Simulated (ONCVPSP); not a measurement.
**Co (Z = 27), ONCV: configuration errors across variants**

```json
{"Element": "Co (Z = 27)", "Generator": "ONCVPSP 4.0.1", "Type": "optimised norm-conserving Vanderbilt (ONCV)", "Functional": "PBE", "Relativity": "scalar-relativistic", "Frozen core": "[Ne]", "Valence charge": "17", "Reference configuration": "3s2 3p6 3d7 4s1.5 (charge +0.5)", "Partial waves": "3s+4s: rc 1.50 bohr, ncon 4, nbas 9, qcut 9.5 1/bohr, 2 projectors; 3p: rc 1.00 bohr, ncon 4, nbas 8, qcut 14 1/bohr, 1 projector; 3d: rc 1.30 bohr, ncon 5, nbas 9, qcut 14 1/bohr, 2 projectors, debl 3.5 Ha", "Local potential": "polynomial inside 0.70 bohr (lpopt 5, dvloc0 0 Ha)", "Core correction": "Teter function fitted to the true core (icmod 2), fcfact 0.65"}
```

All-electron excitation energies from the reference (eV): (1) 3s2 3p6 3d7 4s2 -3.603; (2) 3s2 3p6 3d7 4s1 5.428; (3) 3s2 3p6 3d7 4s0 22.213; (4) 3s2 3p5 3d7 4s2 69.920.

2 further variants failed, have other tests or another functional or relativity, and are left out.

A true bound ghost makes a file unfit for plane-wave use even where its test errors are small: the radial tests pick states by their node count and pass the ghost by.

Errors AE − PS in meV (a dash: test not solved or not reliable):

| change | (1) | (2) | (3) | (4) | bound ghosts | GHOST(+) flags above zero |
| --- | --- | --- | --- | --- | --- | --- |
| base | +0.4 | -0.4 | -0.9 | -20 | none | s |
| local potential polynomial inside 0.70 bohr (lpopt 5, dvloc0 -0.5 Ha) | +0.4 | -0.4 | -0.9 | -20 | none | s |
| d: qcut 16.2 | +0.4 | -0.4 | -0.9 | -14 | none | s |
| s: nproj 4 | +0.3 | -0.2 | -0.4 | -20 | s | s |
| local potential polynomial inside 0.75 bohr (lpopt 2, dvloc0 0 Ha) | +0.4 | -0.4 | -0.9 | -20 | none | none |
| core correction Teter function fitted to the true core (icmod 2), fcfact 0.86 | +0.4 | -0.4 | -0.9 | -20 | none | s |
| s: qcut 9.4; p: qcut 13.9; d: qcut 13.9 | +0.4 | -0.4 | -0.9 | -20 | none | s |

Problem. Give the same row for: d: rc 1.52.

Solution. +0.5, -0.3, -0.1, -57; bound ghosts: none; GHOST(+) flags above zero: s.
